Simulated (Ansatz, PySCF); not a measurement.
This PySCF input computes a BLYP/def2-TZVPD energy:

```python
from pyscf import gto, scf, dft

mol = gto.M(
    atom='''
    Si   -0.96272697    0.01639356   -0.05969868
    Cl    0.98761079   -0.01681728    0.06124173
    H    -1.63462977    1.31893689   -0.08644145
    H    -1.67657612   -1.26255284   -0.11888637
    ''',
    basis='def2-tzvpd',
    charge=1,
    spin=0,
    verbose=4,
)

mf = dft.RKS(mol, xc='blyp').density_fit(auxbasis='def2-universal-jkfit')
mf.grids.level = 3
mf.conv_tol = 1e-9
mf.max_cycle = 100
mf.max_memory = 1500
mf.kernel()
if not mf.converged:
    mf = mf.newton()
    mf.kernel(mf.make_rdm1())
mf.analyze()
```

**Question.** Write an input for the same energy in Ansatz (a program for electronic structure) and say what it gives.

**Answer.** 
Ansatz 0.2 input:
```yaml
crystal:
  periodic: [false, false, false]
  atoms:
    - {symbol: Si, position_ang: [-0.96272697, 0.01639356, -0.05969868]}
    - {symbol: Cl, position_ang: [0.98761079, -0.01681728, 0.06124173]}
    - {symbol: H, position_ang: [-1.63462977, 1.31893689, -0.08644145]}
    - {symbol: H, position_ang: [-1.67657612, -1.26255284, -0.11888637]}
basis:
  gaussian:
    orbitals: def2-TZVPD
hamiltonian:
  xc: {name: BLYP}
total_charge: 1
output: {forces: true}
```
It gives -750.61580 Eh, and PySCF -750.61585 Eh, a difference of 0.05 mEh, from the treatment of integrals and grids.
